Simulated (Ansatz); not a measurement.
Energy profile

The step: SiH₂Cl₂ ([Cl][SiH2][Cl]) + H₂O + H₂O → SiH₃ClO ([OH][SiH2][Cl]) + HCl + H₂O; bonds formed: Cl2–H8, H6–O9; bonds broken: Si1–Cl2, H6–O7, H8–O9 (atoms numbered as in the saddle structure below).

Si1  (-0.260, 1.324, -0.417)
Cl2  (-0.756, -0.686, -1.773)
H3  (0.643, 1.658, -1.522)
H4  (-1.713, 1.515, -0.443)
Cl5  (0.229, 2.994, 0.860)
H6  (0.462, -1.054, 0.643)
O7  (0.339, 0.209, 0.760)
H8  (0.021, -1.864, -0.641)
O9  (0.469, -2.122, 0.269)
H10  (0.724, 0.690, 1.504)
H11  (-0.159, -2.664, 0.761)
(Å)

Electronic energies by CCSD(T) at an estimated basis limit (MP2 extrapolated from triple and quadruple zeta, plus CCSD(T) − MP2 in triple zeta), on PBE0-D4/def2-TZVP structures; SiH6Cl2O2, closed shell; no counterpoise correction. Program: Ansatz 0.2.0. Basis: def2-TZVPP and def2-QZVPP. Cores are frozen in the correlated methods. Extrapolation: Hartree–Fock as exp(−7.88 √X), correlation as X^−2.97.

Task: Give the profile in kcal/mol, counted from the separated reactants. (Judge from chemistry; the value comes from the calculation.)

Result: Computed:
| point | kcal/mol |
| --- | --- |
| separated: SiH2Cl2 (linked as [Cl][SiH2][Cl]; Si1, Cl2, H3, H4, Cl5; singlet) + H2O (H6, O7, H10; singlet) + H2O (H8, O9, H11; singlet) | 0.00 |
| start structure | -4.09 |
| saddle | -1.11 |
| end structure | -12.33 |

The T1 diagnostic stays at or below 0.010.

The step is the kind of ligand exchange by which a precursor binds to a hydroxyl group, or is hydrolysed, in atomic layer deposition of oxides.

For scale, one of the runs: CCSD(T)/def2-TZVPP, 272 basis functions, launched by `ansatz run in.yaml --threads 8 --pin off --events-out ev --progress --plain --max-ram 19148MiB`. Hardware: 8 CPU threads of an Intel Xeon, shared host. Wall time 2.7 min; peak host memory 7 GiB.
